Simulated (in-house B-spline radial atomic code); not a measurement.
Computed with a B-spline radial atomic code. Model: two electrons, singlet ground state, non-relativistic, full CI in B-splines with partial waves to l = 8 (at full coupling up to 3e-4 hartree above the limit, correlation up to 0.6 % small), density held at that of full coupling by Lieb maximisation.

Along the adiabatic connection the electron repulsion is scaled by a coupling λ while a local potential keeps the density fixed. At λ = 0 the system is the Kohn-Sham one and W equals the exchange energy; the exchange-correlation energy is the area under W between 0 and 1. The kinetic energy rises with λ as the electrons avoid each other, with dT/dλ = −λ dW/dλ.

Command:
```bash
python run_ac.py task.json out
```
Settings (lengths in bohr, energies in hartree):
```
potential              dot
strength               0.105
lmax                   8
second                 0.3
```

Time taken, with all properties: 47 s on 1 thread of Intel(R) Xeon(R) Processor @ 2.30GHz (shared host).

**W = mean repulsion less Hartree energy, and W of three functionals.**

Given: confinement charge in harmonic well; well frequency 0.105 hartree; nuclear charge 0.3; external potential omega^2 r^2/2 - Z/r.

Computed: LDA exchange minus exact 37.592 millihartree; SCAN exchange minus exact 1.2633 millihartree.

| coupling | W xc (hartree) | W xc minus exchange (millihartree) | kinetic minus Kohn-Sham (millihartree) | LDA (PW92) W minus its exchange (millihartree) | PBE W minus its exchange (millihartree) | SCAN W minus its exchange (millihartree) |
| --- | --- | --- | --- | --- | --- | --- |
| 0 | -0.25637 | 0 | 0 | 0 | 0 | 0 |
| 0.02 | ? | ? | ? | ? | ? | ? |
| 0.05 | -0.26092 | -4.548 | 0.11 | -16.83 | -6.3 | -4.43 |
| 0.12 | -0.26664 | -10.269 | 0.59 | -29.89 | -13.92 | -9.89 |
| 0.25 | -0.27561 | -19.239 | 2.23 | -46.07 | -25.31 | -18.46 |
| 0.4 | -0.2839 | -27.531 | 4.9 | -59.07 | -35.51 | -26.52 |
| 0.6 | -0.29251 | -36.146 | 9.17 | -71.67 | -46.02 | -35.14 |
| 0.8 | -0.29919 | -42.821 | 13.82 | -81.15 | -54.23 | -42.02 |
| 1 | -0.30452 | -48.147 | 18.59 | -88.67 | -60.89 | -47.65 |
| 1.4 | -0.3125 | -56.136 | 28.08 | -100.06 | -71.18 | -56.29 |
| 2 | ? | ? | ? | ? | ? | ? |
| 3 | -0.32885 | -72.481 | 61.96 | -124.63 | -93.96 | -74.19 |
| 4.5 | -0.33603 | -79.666 | 88.4 | -136.41 | -105.06 | -81.57 |
| 7 | -0.34261 | -86.245 | 125.36 | -147.94 | -116.03 | -87.58 |

(1) What belongs in the row 0.02?

(2) What belongs in the row 2?

(3) What is the PBE exchange minus exact?

**Energy parts, natural occupations and partial-wave weights.**

Computed: total energy 0.3194 hartree; exchange energy -0.25637 hartree; correlation energy -0.029554 hartree; kinetic part of the DFT correlation energy 0.018593 hartree; kinetic part over minus potential part 0.38617; Hartree energy 0.51274 hartree; Lieb Oxford ratio E_xc over LDA exchange 1.3069.

```csv
natural,occupation of the shell (electrons)
s,1.8762
p,?
s,0.015452
d,0.0011415
p,0.00044185
f,0.0001197
```

(4) What belongs in the row p?

```
wave      weight
   s     0.94584
   p     0.05347
   d           ?
   f  6.6673e-05
   g  1.4224e-05
```

(5) What belongs in the row d?

(6) What is the Kohn-Sham kinetic?

(7) What is the initial slope twice GL2?

Answers

(1) W xc (hartree): -0.25824; W xc minus exchange (millihartree): -1.869; kinetic minus Kohn-Sham (millihartree): 0.02; LDA (PW92) W minus its exchange (millihartree): -8.75; PBE W minus its exchange (millihartree): -2.6; SCAN W minus its exchange (millihartree): -1.84.

(2) W xc (hartree): -0.32056; W xc minus exchange (millihartree): -64.194; kinetic minus Kohn-Sham (millihartree): 41.61; LDA (PW92) W minus its exchange (millihartree): -111.88; PBE W minus its exchange (millihartree): -82.05; SCAN W minus its exchange (millihartree): -65.16.

(3) 10.481 millihartree.

(4) occupation of the shell (electrons): 0.10648.

(5) weight: 0.00059967.

(6) 0.15544 hartree.

(7) -0.095128 hartree.

Half-way to full coupling W has made 66 % of its drop, against 50 % for a straight line, and second-order (GL2) theory, half the initial slope, overshoots the correlation energy by about 61 %: correlation is strong. Over couplings 0 to 1 the errors in E_xc come to about +6.7 millihartree for LDA, +2.2 millihartree for PBE, +2.0 millihartree for SCAN. In LDA and PBE the errors of exchange and correlation have opposite signs, so the sum is smaller than the larger of the two.
